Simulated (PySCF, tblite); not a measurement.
Isomers of C7H12SSi. Level: GFN2-xTB in tblite, geometry and Hessian alike; calculated harmonic values, unscaled, isolated species. Against measured fundamentals such values can be off by several per cent, at times by over 20. Modes of hydrogen on silicon can be 10 to 20 % off. One conformer each.

Electronic energies: PBE0/pcSseg-1 single points on the GFN2-xTB geometries (PySCF, gas phase).

```csv
SMILES,"electronic energy, lowest = 0 (kJ/mol)"
C#C[SiH2]C/C(C)=C/SC,219.2
C=CC(C=C)/C=C\S[SiH3],177.4
CC#C/C=C/[SiH2]SCC,150.2
C#C/C(CC)=C(\C)S[SiH3],188.6
CCC[SiH2]c1cccs1,0.0
C#C/C(CC)=C(/C)S[SiH3],197.3
C=C[C@@]1(C(C)=S)[SiH2][C@@H]1C,221.4
CC(C)[SiH2]c1cccs1,0.8
```

Question: How do GFN2-xTB zero-point energies change the relative energies?

Answer: 
| SMILES | ZPE (kJ/mol) | of it from modes above 1550 cm⁻¹ | electronic (kJ/mol) | with ZPE, lowest = 0 (kJ/mol) | lowest mode (cm⁻¹) | rings |
| --- | --- | --- | --- | --- | --- | --- |
| CCC[SiH2]c1cccs1 | 433.3 | 208.1 | 0.0 | 0.0 | 19 | 1 |
| CC(C)[SiH2]c1cccs1 | 432.5 | 208.8 | 0.8 | 0.0 | 12i | 1 |
| CC#C/C=C/[SiH2]SCC | 423.5 | 230.8 | 150.2 | 140.4 | 24 | 0 |
| C=CC(C=C)/C=C\S[SiH3] | 417.3 | 237.2 | 177.4 | 161.4 | 15 | 0 |
| C#C/C(CC)=C(\C)S[SiH3] | 419.0 | 229.4 | 188.6 | 174.3 | 25 | 0 |
| C#C/C(CC)=C(/C)S[SiH3] | 418.4 | 229.7 | 197.3 | 182.3 | 37 | 0 |
| C#C[SiH2]C/C(C)=C/SC | 418.2 | 232.5 | 219.2 | 204.1 | 12i | 0 |
| C=C[C@@]1(C(C)=S)[SiH2][C@@H]1C | 428.0 | 220.1 | 221.4 | 216.0 | 51 | 1 |

The zero-point energies span 16.0 kJ/mol, from `C=CC(C=C)/C=C\S[SiH3]` to `CCC[SiH2]c1cccs1`. Slightly imaginary modes are left out of the zero-point energy: `CC(C)[SiH2]c1cccs1` 12.1i cm⁻¹ and `C#C[SiH2]C/C(C)=C/SC` 11.6i cm⁻¹. The order is unchanged, ties at the printed digit aside.

Question: And how do the electronic energies of GFN2-xTB itself compare?

Answer: `CCC[SiH2]c1cccs1` 0.0; `CC(C)[SiH2]c1cccs1` 1.0; `CC#C/C=C/[SiH2]SCC` 104.6; `C=CC(C=C)/C=C\S[SiH3]` 103.5; `C#C/C(CC)=C(\C)S[SiH3]` 69.0; `C#C/C(CC)=C(/C)S[SiH3]` 75.3; `C#C[SiH2]C/C(C)=C/SC` 209.6; `C=C[C@@]1(C(C)=S)[SiH2][C@@H]1C` 160.4 kJ/mol, lowest = 0. Against the energies above, taken from the same isomer `CCC[SiH2]c1cccs1`, the largest difference is 122.0 kJ/mol.
